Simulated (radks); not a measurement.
All-electron atom: Xe+ in [Kr] 4d10 5s2 5p5. All-electron calculation, scalar-relativistic Kohn-Sham, SCAN, spin-polarised, spherical densities, finite nucleus; open shells are filled with parallel spins first (spin-orbit coupling, left out, can overturn this in heavy ions); meta-GGA in the generalised Kohn-Sham scheme; Fermi nuclear charge, rms radius 4.7859 fm. Program: a radial shooting solver on a logarithmic mesh with Libxc functionals.

Unscreened Slater integrals over Kohn-Sham orbitals (hartree). They are taken over the spin-up orbitals.

F0(5p,5p): 0.41480
F2(5p,5p): 0.22313
F0(5p,5s): 0.44700
G1(5p,5s): 0.29663
F0(5p,4d): 0.52099
F2(5p,4d): 0.14210
G1(5p,4d): 0.042840
G3(5p,4d): 0.040099
F0(5s,5s): 0.49044
F0(5s,4d): 0.60158
G2(5s,4d): 0.070413
F0(4d,4d): 1.0287
F2(4d,4d): 0.52173
F4(4d,4d): 0.34690

Derived for the open shells (J is the average intra-shell exchange parameter used in DFT+U). 5p: J = F2/5 = 0.04463 hartree.
